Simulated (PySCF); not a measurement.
Working out the ionisation energy of Sb⁺

Sb⁺ [Kr] 4d10 5s2 5p2 (3P) → Sb²⁺ [Kr] 4d10 5s2 5p1 (2P). Computed with PySCF 2.14 in x2c-TZVPall (8s6p4d2f, 60 functions), with the spin-free X2C one-electron Hamiltonian (Gaussian nucleus). Frozen: [Kr] 4d10. Energies in hartree (1 hartree = 27.21139 eV):

```
             part   Sb⁺ (lower)  Sb²⁺ (upper)
              UHF  -6477.637139  -6477.048765
MP2 opposite-spin     -0.036953     -0.031143
    MP2 same-spin     -0.007381     -0.002197
```

**Question.** What does Hartree-Fock give?

**Answer.** (-6477.048765) − (-6477.637139) = 0.588374 hartree = 16.010 eV.

**Question.** What do MP2 and SCS-MP2 (6/5 opposite-spin, 1/3 same-spin) give?

**Answer.** The opposite-spin parts differ by 0.158 eV and the same-spin parts by 0.141 eV. MP2: 16.010 + (0.158) + (0.141) = 16.309 eV. SCS-MP2: 16.010 + 1.2 × (0.158) + (0.141)/3 = 16.247 eV.

Reference: 16.626 ± 0.025 eV (measured; NIST Atomic Spectra Database, ionization energies), between the lowest levels; spin-orbit coupling is absent from the calculation.

What remains against the reference includes basis incompleteness, the frozen core and correlation beyond second order.
